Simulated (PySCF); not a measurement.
SiFH2I, SMILES F[SiH2]I.

Coordinates come from a B3LYP-D3(BJ)/def2-TZVP optimisation. The def2 effective core potentials stand for the cores of I; spin–orbit coupling is left out.

Calculation: TDA-M06-2X/def2-SVPD run with PySCF.

Vertical excitations. The molecule is in vacuum. State labels are in the subgroup Cs.

| state | symmetry | energy (eV) | λ (nm) | f | main pairs |
|---|---|---|---|---|---|
| S1 | A" | 5.86 | 212 | 0.012 | HOMO→LUMO 91 % |
| S2 | A' | 6.03 | 206 | 0.008 | HOMO−1→LUMO 92 % |
| S3 | A" | 6.58 | 188 | 0.000 | HOMO→LUMO+1 89 % |
| S4 | A' | 7.01 | 177 | 0.009 | HOMO−1→LUMO+1 84 % |
| S5 | A" | 7.38 | 168 | 0.074 | HOMO→LUMO+2 87 % |
| S6 | A' | 7.55 | 164 | 0.117 | HOMO−1→LUMO+2 85 % |
| S7 | A' | 7.99 | 155 | 0.008 | HOMO→LUMO+3 38 %, HOMO→LUMO+6 33 %, HOMO−2→LUMO 21 % |
| S8 | A" | 8.01 | 155 | 0.003 | HOMO→LUMO+4 86 % |
| S9 | A" | 8.02 | 155 | 0.001 | HOMO−1→LUMO+3 59 %, HOMO−1→LUMO+6 35 % |
| S10 | A' | 8.12 | 153 | 0.168 | HOMO→LUMO+3 35 %, HOMO−2→LUMO+1 28 %, HOMO−2→LUMO 21 %, HOMO→LUMO+6 8 % |
| T1 | A" | 5.47 | 227 | 0 | HOMO→LUMO 90 % |
| T2 | A' | 5.61 | 221 | 0 | HOMO−1→LUMO 90 % |
| T3 | A" | 6.46 | 192 | 0 | HOMO→LUMO+1 89 % |
| T4 | A' | 6.50 | 191 | 0 | HOMO−1→LUMO+1 74 %, HOMO−2→LUMO 12 % |
Triplets are in the Tamm–Dancoff approximation.
